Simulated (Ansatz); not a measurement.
Start from `CC[Si]OC` and change one atom or group to get `CC[Si]O`.

Ansatz, PBE0-D4/def2-TZVP geometries, multiplicity 1. Each molecule was computed in one conformer, which needn't be the lowest.

| property | `CC[Si]OC` |
| --- | --- |
| size of the dipole moment (ωB97M-V/def2-TZVPP) / D | 2.21 |
| HOMO energy (B3LYP/def2-TZVPP) / eV | -5.83 |
| ideal-gas entropy at 298 K and 1 bar (rigid rotor, harmonic PBE0-D4/def2-TZVP) / J/(mol·K) | 356 |
| HOMO–LUMO gap (ωB97M-V/def2-TZVPP) / eV | 8.52 |
| LUMO energy (PBE0/def2-TZVPP) / eV | -1.52 |
| HOMO energy (PBE0/def2-TZVPP) / eV | -6.00 |

Give the same properties after the change, and the shifts. (Best estimate.)

The calculation gave: 
```tsv
property	`CC[Si]O`	shift
size of the dipole moment (ωB97M-V/def2-TZVPP) / D	2.37	0.16
HOMO energy (B3LYP/def2-TZVPP) / eV	-6.03	-0.20
ideal-gas entropy at 298 K and 1 bar (rigid rotor, harmonic PBE0-D4/def2-TZVP) / J/(mol·K)	316	-40
HOMO–LUMO gap (ωB97M-V/def2-TZVPP) / eV	8.80	0.28
LUMO energy (PBE0/def2-TZVPP) / eV	-1.48	0.04
HOMO energy (PBE0/def2-TZVPP) / eV	-6.20	-0.20
```

The zero-point energy changes by -75.0 kJ/mol with -9 modes. Dipoles are sizes alone; their direction can turn.

B3LYP here is the variant with VWN-RPA as its local correlation; programs differ in this.
